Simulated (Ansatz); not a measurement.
Input file for ClFH₂OSTi, SMILES `[OH][Ti]([F])([SH])[Cl]`:

```yaml
crystal:
  periodic: [false, false, false]
  atoms:
    - {symbol: O, position_ang: [-1.718214, 0.173120, -0.006770]}
    - {symbol: Ti, position_ang: [-0.015106, -0.105002, 0.293710]}
    - {symbol: F, position_ang: [0.386771, -1.801806, 0.414940]}
    - {symbol: S, position_ang: [1.035451, 0.771210, -1.524764]}
    - {symbol: Cl, position_ang: [0.658701, 0.908038, 2.122843]}
    - {symbol: H, position_ang: [-2.568009, -0.227255, -0.193032]}
    - {symbol: H, position_ang: [2.220406, 0.281694, -1.106926]}
basis:
  gaussian: {orbitals: def2-TZVPP}
correlation: {method: ccsd_t}
```

```sh
$ ansatz run in.yaml --threads 2 --pin off --events-out ev --progress --plain --max-ram 22528MiB --backend cuda --devices 0, --max-vram 18GiB
```

Log, shortened:

```
Functional definition: HF
1507 factors; integrals over basis functions are off by at most 7.9e-4 eV
mean field evaluation 1: about -51183.2585 eV, gradient 6.3e1 eV
mean field evaluation 2: about -51183.4510 eV, gradient 6.3e1 eV
mean field evaluation 4: about -51190.8540 eV, gradient 7.5e0 eV
mean field evaluation 8: about -51191.0248 eV, gradient 9.7e-1 eV
mean field evaluation 16: about -51191.0319 eV, gradient 1.9e-6 eV
mean field -51191.03194277 eV, -1881.2357253691 hartree, gradient 2.1e-6 eV, S^2 0.000000; 0 other end points of the search recorded, 0 dependent functions left out
17 core orbitals not correlated: weight in the atoms' cores, before any rotation towards them, 1.000 or more for the frozen orbitals, at most 0.000 for the correlated occupied ones
reference -51191.03194277 eV, -1881.2357253691 hartree; 20, 20 occupied and 201, 201 virtual orbitals, 1507 factors
second order -35.30813433 eV of doubles, -0.00000000 eV of singles
cycle   1  -34.17123650 eV  change     1.1e0 eV  update   2.8e-1
cycle   2  -35.50964231 eV  change    -1.3e0 eV  update   2.0e-1
cycle   3  -35.83777456 eV  change   -3.3e-1 eV  update   5.9e-2
cycle   4  -35.84585553 eV  change   -8.1e-3 eV  update   2.3e-2
cycle   5  -35.82145101 eV  change    2.4e-2 eV  update   9.7e-3
cycle   6  -35.81380184 eV  change    7.6e-3 eV  update   4.2e-3
cycle   7  -35.81632441 eV  change   -2.5e-3 eV  update   2.5e-3
cycle   8  -35.81626596 eV  change    5.8e-5 eV  update   1.2e-3
cycle   9  -35.81634659 eV  change   -8.1e-5 eV  update   5.6e-4
cycle  10  -35.81722927 eV  change   -8.8e-4 eV  update   2.7e-4
cycle  11  -35.81683237 eV  change    4.0e-4 eV  update   1.5e-4
cycle  12  -35.81659307 eV  change    2.4e-4 eV  update   7.5e-5
cycle  13  -35.81672614 eV  change   -1.3e-4 eV  update   3.6e-5
cycle  14  -35.81663931 eV  change    8.7e-5 eV  update   2.0e-5
cycle  15  -35.81664675 eV  change   -7.4e-6 eV  update   7.5e-6
perturbative correction -1.90086228 eV, -0.0698554004 hartree
Total energy: -51228.74945180 eV, -1882.6218182601 hartree
```

It took 6.5 s on 2 threads of an AMD EPYC 7R13 on a shared host and a share of an NVIDIA H100 80 GB, with 0.85 GiB of host memory at the peak.

The correlation energy is -37.718 eV, 5.0 % of it from (T); the T1 diagnostic reads 0.0251.
